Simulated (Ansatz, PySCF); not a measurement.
I3Sb, SMILES [I][Sb+]([I])[I], charge +1, multiplicity 2. Atoms are numbered in the order given.

```xyz
4

Sb     0.0000     0.0000    -0.7133
I      2.1609     1.2476     0.2284
I     -2.1609     1.2476     0.2285
I      0.0000    -2.4952     0.2285
```
Charge +1, spin multiplicity 2.

Coordinates come from a PBE0-D3(BJ)/def2-SVP optimisation. The def2 effective core potentials stand for the cores of I, Sb; spin–orbit coupling is left out.

Two levels are set side by side: PBE-D3(BJ)/def2-SVP (Ansatz, an electronic-structure program) and PBE0-D3(BJ)/def2-SVP (Ansatz). Each level has its own optimised geometry; the coordinates shown are those of the second. Frequencies come from the Hessian of PySCF at each geometry. Differences are taken from unrounded values.

```csv
quantity,PBE0-D3(BJ)
mean bond length (Å),2.667
bond Sb1–I2 (Å),2.667
bond Sb1–I3 (Å),2.667
bond Sb1–I4 (Å),2.667
highest harmonic wavenumber (cm⁻¹),219
mean harmonic wavenumber (cm⁻¹),132
zero-point energy (kcal/mol),1.13
```

What does PBE-D3(BJ) give, and how far is it from PBE0-D3(BJ)? (The exact figures need the calculation; the answer reports its results.)


```csv
quantity,PBE-D3(BJ),PBE-D3(BJ) minus PBE0-D3(BJ)
mean bond length (Å),2.711,0.044
bond Sb1–I2 (Å),2.711,0.044
bond Sb1–I3 (Å),2.711,0.044
bond Sb1–I4 (Å),2.711,0.044
highest harmonic wavenumber (cm⁻¹),195,-24
mean harmonic wavenumber (cm⁻¹),119,-13
zero-point energy (kcal/mol),1.02,-0.11
```

Exact exchange shortens and stiffens bonds; PBE has none. Differences between two approximate levels are no errors against the true value.
